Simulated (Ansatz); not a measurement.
CH₆F₂O₂Si₂, SMILES `O[SiH](O)C[SiH](F)F`. Total charge 0; spin multiplicity 1.

```csv
atom,x (Å),y (Å),z (Å)
O1,-1.7294,-0.8775,1.0415
Si2,-1.0089,-0.9142,-0.4283
O3,-1.5951,0.1690,-1.5070
C4,0.8372,-0.6196,-0.2104
Si5,1.2381,1.0253,0.4861
F6,0.4879,1.1841,1.8890
F7,0.6121,2.1494,-0.4632
H8,-1.4640,-0.2020,1.6688
H9,-1.3112,-2.2430,-0.9897
H10,-1.2986,1.0798,-1.4532
H11,1.3299,-0.7213,-1.1840
H12,1.2444,-1.3933,0.4502
H13,2.6578,1.3633,0.7001
```

Q: Give the diagnostics of a CCSD(T)/def2-TZVPP run (frozen core, the Gaussian-basis code of Ansatz). (An estimate is asked.)

A: Computed: T1 = 0.0118, largest single amplitude 0.017, largest double 0.013, (T) share of the correlation energy 3.2 %, 9 CCSD cycles. The RHF solution is stable towards an unrestricted one. T1 lies under the customary mark of 0.02 for closed shells.
